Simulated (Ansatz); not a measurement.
`[SiH3]CCCCl` + H–F → `FCCCCl` + SiH₄  (substitution at a C–Si bond)

Program: Ansatz. Geometries: PBE0-D4/def2-TZVP. ΔE: electronic, gas phase. CCSD(T)/CBS is the MP2 limit (def2-TZVPP, def2-QZVPP) plus CCSD(T) − MP2 in def2-TZVPP, frozen cores. This one scheme is used for every species. Functionals use def2-TZVPP. One conformer a species, not always the lowest.

`[SiH3]CCCCl`:

```xyz
14

Si   -0.277   -1.705   -1.333
C    -0.635   -0.252   -0.201
C     0.616    0.372    0.403
C     0.340    1.546    1.316
Cl   -0.385    2.925    0.439
H     0.433   -2.781   -0.587
H    -1.540   -2.264   -1.884
H     0.591   -1.277   -2.464
H    -1.187    0.501   -0.772
H    -1.310   -0.591    0.594
H     1.303    0.693   -0.386
H     1.157   -0.373    1.000
H    -0.363    1.282    2.107
H     1.257    1.923    1.769
```

H–F:

Cartesian coordinates in Å:
```
F 0.448 -0.041 -0.095
H -0.448 0.041 0.095
```

`FCCCCl`:

Z-matrix (Å, degrees):
```
C
C 1 1.507
F 1 1.386 2 109.8
H 1 1.093 2 111.3 3 -119.1
H 1 1.093 2 110.9 3 118.9
C 2 1.512 1 113.8 3 61.6
H 2 1.096 1 108.9 3 -58.9
H 2 1.094 1 108.7 3 -175.5
Cl 6 1.787 2 111.8 1 66.1
H 6 1.089 2 111.3 1 -175.1
H 6 1.089 2 111.3 1 -53.1
```

SiH₄:

Z-matrix (Å, degrees):
```
Si
H 1 1.485
H 1 1.485 2 109.5
H 1 1.485 2 109.5 3 -120.0
H 1 1.485 2 109.5 3 120.0
```

```
      species  B2PLYP energy (Eh)
`[SiH3]CCCCl`          -869.12514
          H–F          -100.43758
     `FCCCCl`          -677.78075
         SiH₄          -291.75980
```

(1) Work out ΔE.

Largest T1 diagnostic among the species: 0.011.

Results:

(1) ΔE = (-677.78075) + (-291.75980) − (-869.12514) − (-100.43758) = 0.02217 Eh = +58.2 kJ/mol. CCSD(T)/CBS gives +73.6 kJ/mol.

In def2-TZVPP, CCSD(T) changes the Hartree–Fock value by +28.1 kJ/mol (the triples alone add +2.7 kJ/mol) and MP2 by +40.6 kJ/mol. The D4 term adds +9.4 kJ/mol with B3LYP and +5.3 kJ/mol with PBE0; it sums over pairs of atoms, weighted by their polarisabilities, and B3LYP, whose exchange is more repulsive, gets the larger term.

B3LYP here is the variant with VWN-RPA as its local correlation; programs differ in this.
